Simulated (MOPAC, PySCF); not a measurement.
C10H12Si, SMILES `C=CC(=C)c1ccc([SiH3])cc1` (C–C–C–C torsion -170°, C–C–C–C torsion -127°), neutral singlet in the gas phase. 

Z-matrix (Å, degrees):
```
C
C 1 1.4048
H 2 1.0918 1 119.45
C 2 1.3954 3 119.81 1 -179.18
H 4 1.0936 2 118.84 3 -0.42
C 1 1.4048 2 118.24 3 -179.52
H 6 1.0923 1 119.10 2 -178.96
C 6 1.3947 7 120.05 1 -179.10
H 8 1.0943 6 118.72 7 -0.36
C 4 1.4064 5 119.87 2 -179.95
C 1 1.4906 2 121.22 3 -0.95
C 11 1.3493 1 120.25 2 -126.70
H 12 1.0920 11 121.48 1 1.30
H 12 1.0934 13 117.51 11 -179.49
C 11 1.4716 12 119.97 13 -179.48
C 15 1.3418 11 126.63 12 -170.34
H 16 1.0924 15 122.03 11 -0.86
H 16 1.0928 17 117.21 15 -179.50
H 15 1.0961 16 118.70 17 -178.95
Si 10 1.8804 4 121.25 5 0.38
H 20 1.4916 10 109.30 4 -11.67
H 20 1.4929 21 109.40 5 130.35
H 20 1.4939 21 108.65 22 117.28
```
Charge 0, spin multiplicity 1.

All levels are single points at this geometry (B3LYP-D3(BJ)/def2-SVP); Pople sets use spherical d functions. Orbital energies aren't observables, and empty levels follow the basis.

BP86/6-31G* in PySCF gives HOMO (eV) = -5.51.

Task: Estimate the HOMO (eV) from each of these levels: B3LYP-D3(BJ)/def2-TZVP in PySCF; B3LYP/3-21G in PySCF; M06-2X/6-31G* in PySCF; PBE/6-31G* in PySCF; SVWN5/6-31G* in PySCF; HF/3-21G in PySCF; PM3 in MOPAC; PM6 in MOPAC.

Result: 
```
level                            HOMO (eV)
-------------------------------  ---------
B3LYP-D3(BJ)/def2-TZVP in PySCF      -6.46
B3LYP/3-21G in PySCF                 -6.20
M06-2X/6-31G* in PySCF               -7.49
PBE/6-31G* in PySCF                  -5.42
SVWN5/6-31G* in PySCF                -5.58
HF/3-21G in PySCF                    -8.43
PM3 in MOPAC                         -8.97
PM6 in MOPAC                         -9.21
```
